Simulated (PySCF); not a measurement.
C2H8FNSi2, SMILES [SiH3]/C=N\[C@H](F)[SiH3]. Atoms are numbered in the order given.

```xyz
14

F      0.0751     0.2291    -1.3307
C      0.8294     0.7249    -0.2329
Si     2.2987    -0.4904     0.0378
N      0.1093     0.8509     0.9635
C     -1.0847     0.4297     1.1292
Si    -2.2770    -0.4298    -0.1028
H      1.1953     1.7226    -0.5362
H      3.2171     0.0561     1.0724
H      1.7212    -1.7894     0.4750
H      3.0223    -0.6510    -1.2532
H     -1.4875     0.5834     2.1463
H     -3.5015    -0.7389     0.6958
H     -2.6664     0.4655    -1.2252
H     -1.7143    -1.7101    -0.6108
```
Charge 0, spin multiplicity 1.

Geometry: B3LYP-D3(BJ)/def2-SVP. The structure was generated by enumeration; whether it is a known compound was not checked. One conformer was computed; it need not be the lowest.

Level of theory: SMD-PBE0/def2-SVP (PySCF).

Solvation free energies are E(SMD) − E(gas) at the gas-phase geometry, for 1 M in both phases. In vacuum the dipole moment is 0.77 D.

```
solvent         ΔG(solv) (kcal/mol)  its non-electrostatic (CDS) part  dipole (D)
--------------  -------------------  --------------------------------  ----------
water                           1.2                               4.6        0.94
ethylethanoate                  ___                               ___         ___
cyclohexanone                  -1.5                               1.7        0.93
```

Fill in the missing entries. (Estimate from the structure and the level; the computed values follow.)


- ethylethanoate, ΔG(solv) (kcal/mol): -1.9
- ethylethanoate, its non-electrostatic (CDS) part: 0.7
- ethylethanoate, dipole (D): 0.90
